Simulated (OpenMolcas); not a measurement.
# Rh I: effect of the active space

| Item | Value |
| --- | --- |
| Program | OpenMolcas |
| Method | CASSCF |
| Basis | ANO-RCC-VQZP |
| Scalar Hamiltonian | DKH2, point nucleus |
| Spin-orbit coupling | state interaction with AMFI integrals over the reference wave functions, term energies averaged over their components |

A. 9 electrons in 6 orbitals (4d 5s); 2S+1 = 4 even, 20 roots; 2S+1 = 2 even, 52 roots kept (CI in the orbitals of an earlier block); cost roughly 18 core-seconds
B. 9 electrons in 11 orbitals (4d 5s 5d); 2S+1 = 4 even, 17 roots; 2S+1 = 2 even, 29 roots kept (CI in the orbitals of an earlier block); cost of the order of 7 core-minutes

Energies in cm-1 above 4d8 5s 4F 9/2, the measured ground level; measured values from NIST Handbook of Basic Atomic Spectroscopic Data.

```json
{"Level": "4d8 5s 4F 9/2", "A": "0.0", "B": "0.0", "Measured": "0.0"}
{"Level": "4d8 5s 4F 7/2", "A": "1618", "B": "1575", "Measured": "1530"}
{"Level": "4d8 5s 4F 5/2", "A": "2990", "B": "2855", "Measured": "2598"}
{"Level": "4d8 5s 4F 3/2", "A": "3857", "B": "3651", "Measured": "3473"}
{"Level": "4d8 5s 2F 7/2", "A": "7466", "B": "7410", "Measured": "5691"}
{"Level": "4d8 5s 2F 5/2", "A": "9599", "B": "10146", "Measured": "7791"}
{"Level": "4d7 5s2 4F 9/2", "A": "11479", "B": "15789", "Measured": ""}
{"Level": "4d8 5s 4P 5/2 [54 %]", "A": "12707", "B": "12662", "Measured": ""}
{"Level": "4d7 5s2 4F 7/2", "A": "13427", "B": "17636", "Measured": ""}
{"Level": "4d7 5s2 4F 5/2", "A": "14687", "B": "19085", "Measured": ""}
{"Level": "4d8 5s 4P 3/2 [70 %]", "A": "15239", "B": "13768", "Measured": ""}
{"Level": "4d8 5s 4P 1/2", "A": "15566", "B": "14360", "Measured": ""}
{"Level": "4d7 5s2 4F 3/2 [74 %]", "A": "15742", "B": "20108", "Measured": ""}
{"Level": "4d8 5s 2D 5/2 [51 %]", "A": "15881", "B": "17508", "Measured": ""}
{"Level": "4d8 5s 2P 1/2", "A": "18938", "B": "18591", "Measured": ""}
{"Level": "4d8 5s 2G 9/2", "A": "20049", "B": "19428", "Measured": ""}
{"Level": "4d8 5s 2G 7/2", "A": "20270", "B": "19549", "Measured": ""}
```

Deviations, from unrounded energies. A percentage is the sum of absolute deviations over the sum of measured energies, with the sign that they share, or ± where signs differ.

| Against measurement | Levels | A | B |
| --- | --- | --- | --- |
| mean absolute deviation (cm-1) | 5 | 890 | 910 |
| fine structure of the ground term (%) | 3 | +11.4 | +6.3 |
| other terms of the ground configuration (%) | 2 | +26.6 | +30.2 |

A, B lie about equally close to measurement. The largest miss of A in the table is 4d8 5s 2F 5/2, by +1800 cm-1. The ranking rests on the paired levels alone, and a cruder setting can come out closer through cancelling errors.

Between A and B the level of the table that moves most is 4d7 5s2 4F 5/2, by 4400 cm-1 (lowest in A, highest in B).

Without dynamic correlation excited terms often stand tens of per cent too high (terms of higher spin than the ground term too low), and those without a measured partner can miss by more than the paired ones. Terms from blocks run as CI alone lack orbitals of their own. A single d shell beside an s shell can misplace configurations of different d count against each other (holds for A). No level of 4d9 was computed, though it lies in the active space (holds for A). Active for correlation alone: 5d; no level in the range computed is led by a configuration that fills it, so any true level of that kind is missing (holds for B). Computed and measured levels are paired by configuration, term and J; levels that our copy of the source lacks, or whose pairing is in doubt (as where it misses far off the trend of its configuration), stay unpaired and out of the deviations. Levels of configurations outside the active space are missing. The table leaves out levels that lie high or whose names do not pair safely across all columns.

A share in square brackets marks a mixed level and gives the weight of the term that names it, the lowest over the columns.
